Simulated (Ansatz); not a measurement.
Born–Oppenheimer molecular dynamics of C2H2OSi (6 atoms, charge 0, multiplicity 1). It starts from a relaxed structure.

Method: RKS PBE0-D4/def2-SVP (Ansatz).

| Quantity | Value |
| --- | --- |
| ensemble | NVT, Nosé–Hoover chain |
| time step | 0.5 fs |
| steps asked | 100 |
| set temperature | 1000 K |
| thermostat | time constant 100 fs, chain length 3 (defaults) |
| seed | 548720 |

First frame:

```xyz
6
Properties=species:S:1:pos:R:3
O 1.636 -2.413 0.414
C 0.994 -1.450 0.255
C 0.283 -0.393 0.078
Si -0.658 0.966 -0.168
H -0.742 1.701 -1.459
H -1.513 1.589 0.879
```

**Question.** How far do the bonds stretch over the last three quarters of this one trajectory? (Pairs bonded in most of those frames.)

**Answer.** 
| bond | mean (Å) | spread (Å) | shortest | longest |
| --- | --- | --- | --- | --- |
| O1–C2 | 1.169 | 0.011 | 1.14 | 1.18 |
| C2–C3 | 1.297 | 0.011 | 1.28 | 1.32 |
| C3–Si4 | 1.688 | 0.025 | 1.65 | 1.73 |
| Si4–H5 | 1.488 | 0.004 | 1.48 | 1.49 |
| Si4–H6 | 1.510 | 0.079 | 1.39 | 1.62 |

Mean temperature of the second half: 652 K. The conserved energy stayed within 0.27 meV per atom of its start (net change 0.19 meV per atom), so the integration is sound. The mean temperature of the second half is 35 % below the set value. A run of 0.05 ps of so small a system gives no equilibrium averages.

Run time: 110 s on 1 thread of Arm Neoverse V2 (shared host), peak memory 0.11 GiB.
